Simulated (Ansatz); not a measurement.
Calculation: Ansatz (a first-principles code) with B3LYP-D3(BJ)/def2-SVP. No frequencies were computed at this level.

Ansatz 0.2 input:
```yaml
crystal:
  periodic: [false, false, false]
  atoms:
    - { symbol: C, position_ang: [2.399418, -1.675978, -0.231621] }
    - { symbol: C, position_ang: [1.93679, -0.232021, -0.068912] }
    - { symbol: Si, position_ang: [0.076571, -0.065417, 0.357687] }
    - { symbol: C, position_ang: [-0.31637, -1.059687, 1.939875] }
    - { symbol: C, position_ang: [-0.332834, 1.77786, 0.683188] }
    - { symbol: C, position_ang: [-0.111933, 2.680777, -0.525989] }
    - { symbol: C, position_ang: [-0.969996, -0.734422, -1.102561] }
    - { symbol: C, position_ang: [-2.47171, -0.541208, -0.914742] }
    - { symbol: H, position_ang: [2.232692, -2.236371, 0.684658] }
    - { symbol: H, position_ang: [1.853174, -2.165343, -1.034072] }
    - { symbol: H, position_ang: [3.461474, -1.719684, -0.468279] }
    - { symbol: H, position_ang: [2.531366, 0.240318, 0.714479] }
    - { symbol: H, position_ang: [2.156553, 0.310295, -0.989468] }
    - { symbol: H, position_ang: [-1.324303, -0.86364, 2.291748] }
    - { symbol: H, position_ang: [-0.232893, -2.127685, 1.764922] }
    - { symbol: H, position_ang: [0.3652, -0.804433, 2.745471] }
    - { symbol: H, position_ang: [0.273378, 2.146383, 1.51199] }
    - { symbol: H, position_ang: [-1.371418, 1.866854, 1.004185] }
    - { symbol: H, position_ang: [-0.726872, 2.359731, -1.363037] }
    - { symbol: H, position_ang: [0.928798, 2.653574, -0.839079] }
    - { symbol: H, position_ang: [-0.369136, 3.712986, -0.29266] }
    - { symbol: H, position_ang: [-0.665316, -0.24694, -2.030145] }
    - { symbol: H, position_ang: [-0.770191, -1.798578, -1.237478] }
    - { symbol: H, position_ang: [-3.024173, -0.940243, -1.764193] }
    - { symbol: H, position_ang: [-2.714397, 0.514, -0.818248] }
    - { symbol: H, position_ang: [-2.813873, -1.051129, -0.017721] }
basis:
  gaussian: { orbitals: def2-svp }
hamiltonian:
  xc: b3lyp
  dispersion: d3bj
relax:
  max_steps: 150
```

Output:

```
Functional definition: B3LYP
2319 factors; integrals over basis functions are off by at most 3.5e-4 eV
mean field evaluation 1: about -15402.5504 eV, gradient 9.4e1 eV
mean field evaluation 2: about -15392.7867 eV, gradient 1.1e2 eV
mean field evaluation 4: about -15424.4637 eV, gradient 3.0e0 eV
mean field evaluation 8: about -15424.5087 eV, gradient 1.4e-1 eV
mean field evaluation 16: about -15424.5088 eV, gradient 6.5e-6 eV
mean field -15424.50877883 eV, -566.8402425145 hartree, gradient 6.6e-6 eV, S^2 0.000000; 0 other end points of the search recorded, 0 dependent functions left out
reference -15424.50908813 eV, -566.8402538810 hartree; 37, 37 occupied and 169, 169 virtual orbitals, 2319 factors
relax step   1: F+E_penalty+E_count = -15425.65631291 eV  Δ(F+E_penalty+E_count) = +0.000e0 eV  max|allowed force component| = 7.331e-1 eV/Å  Δτ_max = 0.0000 Å  (26 SCF iters, accepted)
these checks for a lower state are left out or cut short: starts, cluster_reference, orbital_swaps, neighbouring_geometries, increment
2319 factors; integrals over basis functions are off by at most 3.6e-4 eV
mean field -15424.61552989 eV, -566.8441655436 hartree, gradient 6.9e-5 eV, S^2 0.000000; 0 other end points of the search recorded, 0 dependent functions left out
reference -15424.61583971 eV, -566.8441769293 hartree; 37, 37 occupied and 169, 169 virtual orbitals, 2319 factors
relax step   2: F+E_penalty+E_count = -15425.76412510 eV  Δ(F+E_penalty+E_count) = -1.078e-1 eV  max|allowed force component| = 2.504e-1 eV/Å  Δτ_max = 0.0567 Å  (23 SCF iters, accepted)
these checks for a lower state are left out or cut short: starts, cluster_reference, orbital_swaps, neighbouring_geometries, increment
2319 factors; integrals over basis functions are off by at most 3.7e-4 eV
mean field -15424.62277389 eV, -566.8444317556 hartree, gradient 6.6e-5 eV, S^2 0.000000; 0 other end points of the search recorded, 0 dependent functions left out
reference -15424.62308338 eV, -566.8444431293 hartree; 37, 37 occupied and 169, 169 virtual orbitals, 2319 factors
relax step   3: F+E_penalty+E_count = -15425.77307727 eV  Δ(F+E_penalty+E_count) = -8.952e-3 eV  max|allowed force component| = 5.320e-2 eV/Å  Δτ_max = 0.0478 Å  (24 SCF iters, accepted)
these checks for a lower state are left out or cut short: starts, cluster_reference, orbital_swaps, neighbouring_geometries, increment
2319 factors; integrals over basis functions are off by at most 3.7e-4 eV
mean field evaluation 32: about -15424.6239 eV, gradient 1.2e-5 eV
mean field -15424.62394556 eV, -566.8444748137 hartree, gradient 1.2e-5 eV, S^2 0.000000; 0 other end points of the search recorded, 0 dependent functions left out
reference -15424.62425515 eV, -566.8444861908 hartree; 37, 37 occupied and 169, 169 virtual orbitals, 2319 factors
relax step   4: F+E_penalty+E_count = -15425.77379137 eV  Δ(F+E_penalty+E_count) = -7.141e-4 eV  max|allowed force component| = 1.520e-2 eV/Å  Δτ_max = 0.0161 Å  (22 SCF iters, accepted)
these checks for a lower state are left out or cut short: starts, cluster_reference, orbital_swaps, neighbouring_geometries, increment
2319 factors; integrals over basis functions are off by at most 3.7e-4 eV
mean field -15424.62424811 eV, -566.8444859324 hartree, gradient 6.7e-5 eV, S^2 0.000000; 0 other end points of the search recorded, 0 dependent functions left out
reference -15424.62455772 eV, -566.8444973102 hartree; 37, 37 occupied and 169, 169 virtual orbitals, 2319 factors
relax step   5: F+E_penalty+E_count = -15425.77408004 eV  Δ(F+E_penalty+E_count) = -2.887e-4 eV  max|allowed force component| = 3.200e-3 eV/Å  Δτ_max = 0.0218 Å  (24 SCF iters, accepted)
these checks for a lower state are left out or cut short: starts, cluster_reference, orbital_swaps, neighbouring_geometries, increment
2319 factors; integrals over basis functions are off by at most 3.7e-4 eV
mean field -15424.62456438 eV, -566.8444975550 hartree, gradient 6.7e-5 eV, S^2 0.000000; 0 other end points of the search recorded, 0 dependent functions left out
reference -15424.62487409 eV, -566.8445089366 hartree; 37, 37 occupied and 169, 169 virtual orbitals, 2319 factors
relax step   6: F+E_penalty+E_count = -15425.77426838 eV  Δ(F+E_penalty+E_count) = -1.883e-4 eV  max|allowed force component| = 1.220e-2 eV/Å  Δτ_max = 0.0322 Å  (23 SCF iters, accepted)
these checks for a lower state are left out or cut short: starts, cluster_reference, orbital_swaps, neighbouring_geometries, increment
2319 factors; integrals over basis functions are off by at most 3.7e-4 eV
mean field -15424.62452939 eV, -566.8444962691 hartree, gradient 6.8e-5 eV, S^2 0.000000; 0 other end points of the search recorded, 0 dependent functions left out
reference -15424.62483916 eV, -566.8445076530 hartree; 37, 37 occupied and 169, 169 virtual orbitals, 2319 factors
relax step   7: F+E_penalty+E_count = -15425.77433849 eV  Δ(F+E_penalty+E_count) = -7.011e-5 eV  max|allowed force component| = 9.607e-3 eV/Å  Δτ_max = 0.0180 Å  (24 SCF iters, accepted)
these checks for a lower state are left out or cut short: starts, cluster_reference, orbital_swaps, neighbouring_geometries, increment
2319 factors; integrals over basis functions are off by at most 3.7e-4 eV
mean field -15424.62435025 eV, -566.8444896858 hartree, gradient 1.5e-5 eV, S^2 0.000000; 0 other end points of the search recorded, 0 dependent functions left out
reference -15424.62466006 eV, -566.8445010710 hartree; 37, 37 occupied and 169, 169 virtual orbitals, 2319 factors
relax step   8: F+E_penalty+E_count = -15425.77438548 eV  Δ(F+E_penalty+E_count) = -4.699e-5 eV  max|allowed force component| = 3.754e-3 eV/Å  Δτ_max = 0.0183 Å  (21 SCF iters, accepted)
2319 factors; integrals over basis functions are off by at most 3.7e-4 eV
mean field evaluation 64: about -15424.6243 eV, gradient 1.6e-1 eV
mean field -15424.62435025 eV, -566.8444896858 hartree, gradient 1.5e-5 eV, S^2 0.000000; 1 other end points of the search recorded, 0 dependent functions left out
reference -15424.62466006 eV, -566.8445010710 hartree; 37, 37 occupied and 169, 169 virtual orbitals, 2319 factors
Total energy: -15425.77469529 eV, -566.8867640863 hartree
Atom 0 at     2.394999    -1.689565    -0.274986 Å, force    -0.002360    -0.001595    -0.000181 eV/Å
Atom 1 at     1.925643    -0.248641    -0.032179 Å, force     0.001106     0.001110    -0.000064 eV/Å
Atom 2 at     0.083456    -0.063721     0.380371 Å, force     0.001014     0.000576    -0.000701 eV/Å
Atom 3 at    -0.323606    -1.038815     1.947463 Å, force     0.000109    -0.000347     0.002514 eV/Å
Atom 4 at    -0.316487     1.767112     0.673821 Å, force    -0.000049    -0.000857     0.000560 eV/Å
Atom 5 at    -0.124280     2.673996    -0.548902 Å, force    -0.000373    -0.000853     0.000144 eV/Å
Atom 6 at    -0.951561    -0.720156    -1.068472 Å, force     0.001314     0.000535     0.000945 eV/Å
Atom 7 at    -2.466434    -0.535391    -0.908399 Å, force     0.000227    -0.000013    -0.000590 eV/Å
Atom 8 at     2.221183    -2.326278     0.608148 Å, force     0.000465     0.002357    -0.003754 eV/Å
Atom 9 at     1.858258    -2.153723    -1.118759 Å, force     0.002233     0.002677     0.003542 eV/Å
Atom 10 at     3.471744    -1.740948    -0.506624 Å, force     0.000264    -0.000986     0.000270 eV/Å
Atom 11 at     2.504138     0.204109     0.794097 Å, force    -0.001738    -0.001471    -0.002215 eV/Å
Atom 12 at     2.142335     0.372512    -0.920048 Å, force     0.000025    -0.002301     0.002782 eV/Å
Atom 13 at    -1.385727    -0.929499     2.221143 Å, force     0.002872    -0.000362     0.000029 eV/Å
Atom 14 at    -0.121414    -2.114409     1.816250 Å, force    -0.001113     0.002522    -0.000094 eV/Å
Atom 15 at     0.278704    -0.685192     2.800794 Å, force    -0.001535    -0.001857    -0.003047 eV/Å
Atom 16 at     0.309843     2.120961     1.513030 Å, force    -0.000580     0.000382    -0.000444 eV/Å
Atom 17 at    -1.358235     1.835851     1.035871 Å, force    -0.000214     0.000225    -0.000092 eV/Å
Atom 18 at    -0.768735     2.362880    -1.387564 Å, force     0.000416     0.000011     0.000317 eV/Å
Atom 19 at     0.915349     2.647915    -0.914619 Å, force    -0.000369    -0.000120    -0.000006 eV/Å
Atom 20 at    -0.364591     3.726805    -0.326557 Å, force    -0.000193     0.000627    -0.000369 eV/Å
Atom 21 at    -0.604085    -0.221669    -1.991540 Å, force    -0.000082    -0.000450     0.000006 eV/Å
Atom 22 at    -0.713710    -1.790440    -1.204285 Å, force    -0.000396    -0.000305     0.000260 eV/Å
Atom 23 at    -3.027325    -0.940691    -1.766755 Å, force    -0.000805    -0.000151    -0.000335 eV/Å
Atom 24 at    -2.736368     0.529497    -0.816448 Å, force     0.000026     0.000418    -0.000104 eV/Å
Atom 25 at    -2.843096    -1.042503    -0.004853 Å, force    -0.000264     0.000226     0.000626 eV/Å
Dipole moment:     0.007765     0.004458     0.005320 e Å
```

Cost: about 3 core-minutes (a rough figure).
